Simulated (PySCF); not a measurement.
The 31-electron isoelectronic series, spin-free X2C

Calculated with PySCF 2.14 from differences of total energies of unrestricted determinants, without spin-orbit coupling. Each ion has its own even-tempered basis scaled to its charge (22s15p10d6f5g for the first); frozen: nothing. Ionisation energies in eV.

```
  ion           configuration     UHF  MP2 (outer shells)  NIST (with spin-orbit, Breit and QED)
 Sr⁷⁺  [Ar] 3d10 4s2 4p1 (2P)  119.79                 n/a                      121.21 ± 0.06 (s)
 Zr⁹⁺  [Ar] 3d10 4s2 4p1 (2P)  169.99              170.77                      172.02 ± 0.05 (s)
Cd¹⁷⁺  [Ar] 3d10 4s2 4p1 (2P)  443.81              444.72                        452.6 ± 0.3 (s)
Te²¹⁺  [Ar] 3d10 4s2 4p1 (2P)  623.63              624.57                            633 ± 4 (t)
Cs²⁴⁺  [Ar] 3d10 4s2 4p1 (2P)  777.39              778.35                            791 ± 4 (t)
Ce²⁷⁺  [Ar] 3d10 4s2 4p1 (2P)  947.31              948.31                            965 ± 4 (t)
Ta⁴²⁺  [Ar] 3d10 4s2 4p1 (2P)  2047.0              2048.1                           2113 ± 4 (t)
Re⁴⁴⁺  [Ar] 3d10 4s2 4p1 (2P)  2225.9              2227.0                           2302 ± 4 (t)
Pb⁵¹⁺  [Ar] 3d10 4s2 4p1 (2P)  2914.4              2915.5                           3036 ± 4 (t)
```

(1) Interpolate the row of Tm³⁸⁺.

Each ion has its own basis, which adds noise of up to about 0.1 % along the series.

NIST values marked (s) are semi-empirical, (t) theoretical. Open shells are high-spin determinants of the terms that Hund's rules give.

Spin-orbit coupling of the open shells is absent from the calculated values and included in NIST's; it grows fast with Z.

## Answers

(1) configuration [Ar] 3d10 4s2 4p1 (2P); UHF 1712.2; MP2 (outer shells) 1713.3; NIST (with spin-orbit, Breit and QED) 1761 ± 4 (t).
